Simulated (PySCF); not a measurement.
C7H13FNP.
Numbering: `[CH3:1][N:2]([CH3:3])[CH2:4][P:5]1[CH:6]=[C:7]([F:8])[CH2:9][CH2:10]1`

Cartesian coordinates in Å at the GFN2-xTB level; atoms count from 1:
```
atom  x, y, z in Å
C1    -2.4860   -0.8325    0.3663
N2    -1.5603    0.2658    0.1974
C3    -2.2515    1.5107   -0.0685
C4    -0.5675   -0.0251   -0.8116
P5     0.5521   -1.4077   -0.1985
C6     1.9948   -1.0029   -1.2304
C7     2.8501   -0.2048   -0.6094
F8     4.0062    0.2188   -1.1589
C9     2.5384    0.2900    0.7654
C10    1.3109   -0.4891    1.2476
H11   -1.9223   -1.7263    0.6373
H12   -3.1786   -0.5969    1.1731
H13   -3.0625   -1.0464   -0.5469
H14   -1.5266    2.3220   -0.1228
H15   -2.8231    1.4883   -1.0093
H16   -2.9398    1.7155    0.7508
H17   -1.0126   -0.3327   -1.7753
H18    0.0417    0.8679   -0.9831
H19    2.1443   -1.4131   -2.2142
H20    2.3478    1.3663    0.7247
H21    3.3980    0.1392    1.4223
H22    1.5966   -1.2318    1.9952
H23    0.5451    0.1516    1.6867
```

Probes without a nucleus sit at each ring's centroid and 1 Å off its mean plane on both sides; NICS is minus the shielding there, NICSzz its component along the normal. Level: GIAO PBE0/pcSseg-1 (PySCF, non-relativistic, gas phase) on the GFN2-xTB geometry, one conformer.

Ring bond lengths (Å), with Mayer bond orders in brackets: P5–C6 1.819 (0.96), C6–C7 1.324 (1.82), C7–C9 1.494 (1.04), C9–C10 1.532 (0.99), C10–P5 1.874 (0.96).

What do the NICS probes read (ppm)?

| ring | type | NICS(0) | NICS(1), two faces | NICS(1)zz, two faces | rms pucker (Å) | centre to ring atoms, mean (Å) |
| --- | --- | --- | --- | --- | --- | --- |
| P5–C6–C7–C9–C10 | 5-membered ring with P; formal bonds 1 double, 4 single | -4.1 | -1.9 / -3.2 | -0.2 / -2.5 | 0.06 | 1.36 |

What do they say, and how far can they be read as aromaticity?

- P5–C6–C7–C9–C10: mean NICS(1)zz -1.4 ppm, near zero. C9, C10 have four or more neighbours, and the NICS criterion for π rings isn't applied.

What field does 11.7 T along the ring normal induce along that normal at the second NICS(1) probe listed for ring P5–C6–C7–C9–C10, 1 Å off the ring?

NICSzz × B0 = -2.5 ppm × 11.7 T = -29 μT, against the applied field.

What are the shieldings of the ring atoms and their hydrogens in the same run (means over atoms taken as equivalent)?

```csv
atoms,environment,σ isotropic (ppm)
P5,phosphine phosphorus,353.6
C6,alkene CH carbon,79.9
C7,vinylic C–F carbon,8.8
C9,allylic carbon,154.2
C10,sp3 carbon bound to phosphorus,169.1
H19,vinylic hydrogen,26.41
H20 (×2),methylene hydrogen,28.94
H22 (×2),methylene hydrogen,29.52
```
